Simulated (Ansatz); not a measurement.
Input for Ansatz (development build ahead of 0.2.0):

```yaml
crystal:
  periodic: [false, false, false]
  atoms:
    - { symbol: Be, position_ang: [2.037, 0.0, 0.0] }
    - { symbol: Be, position_ang: [1.0185, 1.76409, 0.0] }
    - { symbol: Be, position_ang: [-1.0185, 1.76409, 0.0] }
    - { symbol: Be, position_ang: [-2.037, 0.0, 0.0] }
    - { symbol: Be, position_ang: [-1.0185, -1.76409, 0.0] }
    - { symbol: Be, position_ang: [1.0185, -1.76409, 0.0] }
basis:
  gaussian: { orbitals: "6-31G" }
hamiltonian:
  xc: hf
correlation:
  method: mp2
  frozen_orbitals: { Be: 0 }
output:
  forces: true
```

The input is written out in the form of the current development build from the run's settings.

Results

* Converged: yes
* Reference energy: -87.53839 hartree
* Correlation energy: -0.12985 hartree
* Total energy: -87.66824 hartree

Forces (eV/Å):
```tsv
atom	Fx	Fy	Fz
Be1	0.944	0.000	0.000
Be2	0.472	0.817	0.000
Be3	-0.472	0.817	0.000
Be4	-0.944	0.000	0.000
Be5	-0.472	-0.817	0.000
Be6	0.472	-0.817	0.000
```
